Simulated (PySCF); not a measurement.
A structure optimised at PBE-D3(BJ)/def2-TZVP, used in a PySCF frequency run:

```xyz
2

I      0.0000     0.0000    -1.3432
I      0.0000     0.0000     1.3432
```

Q: Write its SMILES, formula and point group.

A: II, I₂, D∞h

Q: What are its rotational constants (standard atomic weights)?

A: 1.1037 GHz (linear rotor, B only)
